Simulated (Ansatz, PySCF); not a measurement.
Process, species as SMILES: [O]=[Ge]=[O] + H+ -> [O]=[Ge]=[OH+]
Structures are relaxed separately at B3LYP-D3(BJ)/def2-TZVP in Ansatz (a program for electronic structure). High T1 diagnostic, so coupled cluster is less sure: [O]=[Ge]=[O], [O]=[Ge]=[OH+].

Wanted: proton affinity (enthalpy at 298 K, with B3LYP-D3(BJ) rigid-rotor harmonic-oscillator terms from PySCF), positive where the reaction releases energy, in kcal/mol. Valence correlation only, unless marked. Spin-orbit coupling is left out. Frozen are the shells of the preceding noble gas and the d and f shells that filled before the atom's block. Non-relativistic. CBS(X,Y): correlation extrapolated as X^-3; Hartree-Fock from the larger set.

CCSD(T)/CBS(cc-pVTZ,cc-pVQZ) (Ansatz) gives 172.2 kcal/mol.

**Question.** Another calculation gave 169.2 kcal/mol. Which level was it?
(A) SVWN5/def2-TZVPD (Ansatz)
(B) HF/def2-TZVPD (PySCF)
(C) M06-L/def2-TZVPD (PySCF)
(D) r2SCAN/def2-TZVPD (Ansatz)

**Answer.** D, r2SCAN/def2-TZVPD (Ansatz). The others give 173.6 (M06-L), 161.3 (SVWN5), 178.9 (HF) kcal/mol.
